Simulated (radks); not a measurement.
The numbers below are computed, except where a source is named.
Species: Tl XLVII. Configuration: [Ar] 3d10 4s2 4p5. Level of theory: scalar-relativistic Kohn-Sham, PBE, spin-polarised, spherical densities, finite nucleus; open shells are filled with parallel spins first (spin-orbit coupling, left out, can overturn this in heavy ions); Fermi nuclear charge, rms radius 5.4759 fm (a radial shooting solver on a logarithmic mesh with Libxc functionals).

Normalised radial functions P(r) = r R(r), r in bohr:

r         3p down    4s up  4p down
0.001005   0.0132   0.2289   0.0077
0.001429   0.0235   0.2920   0.0138
0.002048   0.0423   0.3672   0.0248
0.002935   0.0760   0.4486   0.0446
0.004207   0.1354   0.5239   0.0794
0.005981   0.2346   0.5687   0.1375
0.008573   0.4010   0.5464   0.2346
0.01229    0.6568   0.4025   0.3832
0.01761    1.0051   0.0921   0.5831
0.02525    1.3797  -0.3646   0.7905
0.0359     1.5753  -0.7843   0.8759
0.05145    1.2504  -0.8228   0.6271
0.07375    0.1062  -0.1362  -0.1100
0.1057    -1.5572   0.9513  -1.0166
0.1503    -2.5989   1.1666  -1.1219
0.2154    -2.1641  -0.3145   0.2284
0.3088    -0.9129  -1.9266   1.8028
0.4426    -0.1644  -1.5914   1.6571
0.6293    -0.0100  -0.4582   0.5516
0.902     -0.0001  -0.0357   0.0528

3p down: eigenvalue -5244.7 eV, 1 radial node at r = 0.0756 bohr, <r> = 0.176 bohr, 90 % of the charge inside 0.262 bohr. 4s up: eigenvalue -2759.6 eV, 3 radial nodes at r = 0.0191, 0.0772, 0.203 bohr, <r> = 0.351 bohr, 90 % of the charge inside 0.497 bohr. 4p down: eigenvalue -2525.3 eV, 2 radial nodes at r = 0.0706, 0.206 bohr, <r> = 0.363 bohr, 90 % of the charge inside 0.517 bohr.
